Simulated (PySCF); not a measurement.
## Ca⁺ (calcium, charge +1): UHF calculation

Configuration: [Ar] 4s1, 2S determinant. Computed with PySCF 2.14 in x2c-QZVPPall (11s7p4d3f, 73 functions), with scalar relativity by spin-free X2C-1e.

```
Total energy                        : -679.447616 hartree
One-electron energy                 : -925.5550 hartree
Hartree (Coulomb) energy            : 281.4542 hartree
Exchange energy                     : -35.3468 hartree
⟨S²⟩                                : 0.7502
⟨L²⟩                                : 0.000
Sum of ⟨r⟩                          : 16.47 bohr
Sum of ⟨r²⟩                         : 31.06 bohr²
Langevin diamagnetic susceptibility : -24.6 ×10⁻⁶ cm³/mol
```

```tsv
shell	electrons	mean orbital energy (eV)	rms radius, mean of both spins (bohr)
1s α	1	-4091.5	0.0888
1s β	1	-4091.4	0.0888
2s α	1	-468.33	0.393
2s β	1	-468.20	0.393
2p α	3	-377.80	0.362
2p β	3	-377.76	0.362
3s α	1	-68.250	1.24
3s β	1	-67.932	1.24
3p α	3	-43.072	1.38
3p β	3	-42.952	1.38
4s α	1	-11.380	3.94
```

Densities and radii are taken from the X2C orbitals without a picture-change correction, which distorts them close to the nucleus.
